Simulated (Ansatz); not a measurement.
`C[Te][GeH3]` + `CS[SiH2]O` → `CO[SiH2]SC` + `[GeH3][TeH]`  (substitution at a C–Te bond)

Computed with Ansatz on PBE0-D4/def2-TZVP structures; ΔE is electronic, products minus reactants. CCSD(T)/CBS is the MP2 limit (def2-TZVPP, def2-QZVPP) plus CCSD(T) − MP2 in def2-TZVPP, frozen cores. DFT in def2-TZVPP. B3LYP here is the variant with VWN-RPA as its local correlation; programs differ in this. HSE06 is defined as in plane-wave codes. def2 core potentials past Kr. For Ge, Te outer-core shells are correlated without core-valence functions, which leaves a few kJ/mol of doubt a bond. Scalar relativity is left out up to krypton. Each species was taken in one conformer, which may not be the lowest.

`C[Te][GeH3]`:

```xyz
9

C    -0.154   -1.103   -1.344
Te    0.105    1.028   -1.246
Ge    0.151    1.089    1.300
H     0.695   -1.600   -0.880
H    -0.200   -1.362   -2.400
H    -1.084   -1.384   -0.855
H     0.336    2.554    1.717
H     1.317    0.238    1.835
H    -1.167    0.541    1.873
```

`CS[SiH2]O`:

Z-matrix (Å, degrees):
```
C
S 1 1.818
H 1 1.089 2 111.0
H 1 1.090 2 110.8 3 -122.4
H 1 1.089 2 106.9 3 118.9
Si 2 2.119 1 99.7 3 59.8
O 6 1.646 2 113.6 1 -63.8
H 6 1.485 2 104.1 1 173.6
H 6 1.481 2 110.9 1 52.7
H 7 0.959 6 116.7 2 -56.8
```

`CO[SiH2]SC`:

Z-matrix (Å, degrees):
```
C
O 1 1.411
H 1 1.091 2 108.1
H 1 1.095 2 111.3 3 119.6
H 1 1.096 2 111.3 3 -119.2
Si 2 1.640 1 123.0 3 -177.4
S 6 2.121 2 113.3 1 60.5
H 6 1.487 2 111.6 1 -56.7
H 6 1.481 2 104.2 1 -178.7
C 7 1.818 6 99.4 2 64.5
H 10 1.089 7 111.1 6 -61.5
H 10 1.089 7 106.9 6 179.6
H 10 1.090 7 110.8 6 60.9
```

`[GeH3][TeH]`:

Z-matrix (Å, degrees):
```
Ge
Te 1 2.558
H 1 1.535 2 110.6
H 1 1.535 2 110.7 3 122.1
H 1 1.534 2 105.3 3 -119.0
H 2 1.658 1 91.6 3 -60.4
```

```
             level  ΔE (kJ/mol)  difference from CCSD(T)/CBS
       LDA (SPW92)         48.9                        -13.7
            PBE-D4         56.1                         -6.5
         revPBE-D4         56.2                         -6.4
         r2SCAN-D4         55.2                         -7.4
            B97M-V         50.7                        -11.9
           PBE0-D4         54.7                         -7.9
          B3LYP-D4         51.3                        -11.3
        r2SCANh-D4         54.9                         -7.7
        r2SCAN0-D4         54.4                         -8.2
          HSE06-D4         55.0                         -7.6
          BHLYP-D4         49.0                        -13.6
      CAM-B3LYP-D4         46.6                        -16.0
           ωB97X-V         49.4                        -13.2
            B2PLYP         55.3                         -7.3
          PBE-QIDH         57.8                         -4.8
               PBE         56.2                         -6.4
            revPBE         58.0                         -4.6
              BLYP         52.4                        -10.2
            r2SCAN         55.6                         -7.0
              PBE0         54.9                         -7.7
             B3LYP         51.0                        -11.6
             HSE06         55.1                         -7.5
             BHLYP         47.8                        -14.8
           LC-ωPBE         51.7                        -10.9
RPA@PBE/def2-TZVPP         50.7                        -11.9
       HF/def2-SVP         23.7                        -38.9
      MP2/def2-SVP         39.7                        -22.9
     CCSD/def2-SVP         29.5                        -33.1
  CCSD(T)/def2-SVP         30.5                        -32.1
     HF/def2-TZVPP         41.3                        -21.3
    MP2/def2-TZVPP         65.4                          2.8
SCS-MP2/def2-TZVPP         59.2                         -3.4
   CCSD/def2-TZVPP         53.7                         -8.9
CCSD(T)/def2-TZVPP         56.1                         -6.5
     HF/def2-QZVPP         41.3                        -21.3
    MP2/def2-QZVPP         69.2                          6.6
SCS-MP2/def2-QZVPP         62.7                          0.1
      HF/CBS(def2)         41.3                        -21.3
     MP2/CBS(def2)         71.9                          9.3
    CCSD/CBS(def2)         60.2                         -2.4
       CCSD(T)/CBS         62.6                            0
```

Largest T1 diagnostic among the species: 0.011.

At CCSD(T), def2-SVP lies −32.1 kJ/mol from the extrapolated value and def2-TZVPP −6.5 kJ/mol. Leaving LDA and LC-ωPBE aside and taking each functional with its dispersion term where it has one, the values spread over 11.1 kJ/mol, from CAM-B3LYP-D4 to PBE-QIDH. LDA lies −7.3 kJ/mol from PBE without D4. In def2-TZVPP, CCSD(T) changes the Hartree–Fock value by +14.8 kJ/mol (the triples alone add +2.4 kJ/mol) and MP2 by +24.2 kJ/mol.
